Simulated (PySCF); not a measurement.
Species: C8H7F3O.
Atom-mapped SMILES: `[O:1]=[C:2]([C@@H:3]1[C@H:4]2[CH:5]=[CH:6][CH2:7][C@@H:8]12)[C:9]([F:10])([F:11])[F:12]`

Structure used (GFN2-xTB), in Å, numbered top down from 1:
```xyz
19
C8H7F3O angstrom
O     -1.8322    0.3294   -2.0544
C     -1.6922    0.0538   -0.8901
C     -0.4501    0.0150   -0.1397
C      0.6362    1.0347   -0.5357
C      1.5956    1.2989    0.5543
C      2.2771    0.1983    0.8563
C      1.9163   -0.9558   -0.0333
C      0.8076   -0.3970   -0.8970
C     -2.9262   -0.3162   -0.0153
F     -3.0443    0.5174    1.0334
F     -4.0731   -0.2804   -0.6847
F     -2.7959   -1.5540    0.4969
H     -0.5212   -0.2523    0.9061
H      0.3471    1.8040   -1.2341
H      1.6884    2.2620    1.0216
H      3.0169    0.0998    1.6306
H      1.6030   -1.8297    0.5415
H      2.7695   -1.2560   -0.6465
H      0.6678   -0.7627   -1.9021
```

Definitions: NICS(0) = −σiso at the ring centroid; NICS(1) = −σiso and NICS(1)zz = −σzz at ±1 Å along the ring normal z. Level: GIAO PBE0/pcSseg-1 (PySCF, non-relativistic, gas phase) on the GFN2-xTB geometry, one conformer.

Rings: 1. C3–C4–C8; 2. C4–C5–C6–C7–C8.

```
set  NICS(0)  NICS(1), two faces  NICS(1)zz, two faces
  P     -5.5         -2.8 / -6.6           -5.3 / -5.7
  Q    -43.2         -7.6 / -8.0         -22.4 / -20.9
```

Problem. Which set (ppm) belongs to which ring?

Solution. P = 2, Q = 1.
- 1 (3-membered carbocycle; formal bonds all single): mean NICS(1)zz -21.7 ppm, shielded. C3, C4, C8 have four or more neighbours, and the NICS criterion for π rings isn't applied.
- 2 (5-membered carbocycle; formal bonds 1 double, 4 single): mean NICS(1)zz -5.5 ppm, shielded. C4, C7, C8 have four or more neighbours, so the value isn't read as a sign of a π ring current.

Problem. How do the rings differ in shape?

Solution. 
```csv
ring,bond lengths (Å),rms pucker (Å),HOMA,nearest outside atom to a NICS(1) probe (Å)
1,"1.542, 1.487, 1.525",0.00,–,hydrogen 1.47
2,"1.476, 1.329, 1.501, 1.512, 1.487",0.01,–,hydrogen 1.32
```
